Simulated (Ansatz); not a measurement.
`FBCF` + H₂ → `CBF` + H–F at 600 K and 1 bar (hydrogenolysis of a C–F bond).

Gas-phase electronic energies from Ansatz, PBE0-D4/def2-TZVP geometries. CCSD(T)/CBS is the MP2 limit (def2-TZVPP, def2-QZVPP) plus CCSD(T) − MP2 in def2-TZVPP, frozen cores. This one scheme is used for every species. One conformer a species, not always the lowest.

```
species  CCSD(T)/CBS energy (Eh)  H − E (kJ/mol)  S (J/(mol·K))
 `FBCF`               -264.27174           157.8          345.3
     H₂                 -1.17544            43.9          150.8
  `CBF`               -165.10297           171.6          328.0
    H–F               -100.39570            42.3          194.0
```

H − E and S are ideal-gas, rigid-rotor, harmonic terms from PBE0-D4/def2-TZVP, for one conformer and one mirror image of each species. The MP2-based limit puts H₂ 0.8 mEh under its directly extrapolated value; such offsets cancel only in part. 1 Eh = 2625.50 kJ/mol, R = 8.31446 J/(mol·K).

Q: By hand: ΔE, ΔH, ΔS and ΔG.

A: ΔE = (-165.10297) + (-100.39570) − (-264.27174) − (-1.17544) = -0.05149 Eh = -135.2 kJ/mol. Δ(H − E) = 171.6 + 42.3 − 157.8 − 43.9 = 12.2, so ΔH = -123.0 kJ/mol. ΔS = 328.0 + 194.0 − 345.3 − 150.8 = 25.9 J/(mol·K). ΔG = -123.0 − 600 × (25.9)/1000 = -138.5 kJ/mol.

Q: By hand: the equilibrium constant, and the temperature at which ΔG would vanish if ΔH and ΔS stayed fixed.

A: log₁₀ K = −ΔG/(RT ln 10) = 12.1. ΔH and −TΔS have one sign here, so there is no such temperature.

ΔH outweighs TΔS. A doubt of 5 kJ/mol in ΔE shifts log₁₀ K by 0.4 here. Other conformers and mirror images would add mixing entropy, several J/(mol·K) or more a flexible species. These are equilibria of isolated gas molecules and say nothing of rates. Largest T1 diagnostic: 0.012 (customary marks: 0.02 for closed shells, 0.045 for open ones).
